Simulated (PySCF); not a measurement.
**Cost of excited-state runs on 4-methoxybenzenethiol, C₇H₈OS**

Geometry:
| atom | x (Å) | y (Å) | z (Å) |
| --- | --- | --- | --- |
| C1 | -2.642 | -0.809 | -0.222 |
| O2 | -1.963 | 0.410 | -0.146 |
| C3 | -0.620 | 0.395 | -0.004 |
| C4 | 0.012 | 1.643 | 0.071 |
| C5 | 1.387 | 1.729 | 0.217 |
| C6 | 2.175 | 0.571 | 0.293 |
| S7 | 3.924 | 0.767 | 0.479 |
| C8 | 1.542 | -0.670 | 0.218 |
| C9 | 0.157 | -0.764 | 0.071 |
| H10 | -3.708 | -0.571 | -0.330 |
| H11 | -2.505 | -1.416 | 0.692 |
| H12 | -2.322 | -1.407 | -1.094 |
| H13 | -0.605 | 2.541 | 0.011 |
| H14 | 1.860 | 2.713 | 0.273 |
| H15 | 4.226 | -0.546 | 0.511 |
| H16 | 2.130 | -1.590 | 0.275 |
| H17 | -0.299 | -1.753 | 0.017 |

PySCF with density fitting, on 1 thread of an Arm Neoverse V2, shared host. Command: `OMP_NUM_THREADS=1 python excited_run.py task.json out`

Problem. How long does each of these runs take, and how much memory?
- first hyperpolarisability, CAM-B3LYP/aug-cc-pVDZ; usual settings
- excited states, CAM-B3LYP/aug-cc-pVDZ; Tamm-Dancoff; spin-orbit couplings; 6 states; 5 triplets; quadratic response for 4 states
- excited states, CAM-B3LYP/aug-cc-pVDZ; two-photon moments; 8 states; quadratic response for 6 states; 0 triplets

Solution. 
| run | level | basis functions | wall time | peak memory (GiB) |
| --- | --- | --- | --- | --- |
| first hyperpolarisability | CAM-B3LYP/aug-cc-pVDZ | 283 | 63 s | 1.2 |
| excited states | CAM-B3LYP/aug-cc-pVDZ | 283 | 65 s | 1.2 |
| excited states | CAM-B3LYP/aug-cc-pVDZ | 283 | 82 s | 1.2 |

Times from a shared host are rough.
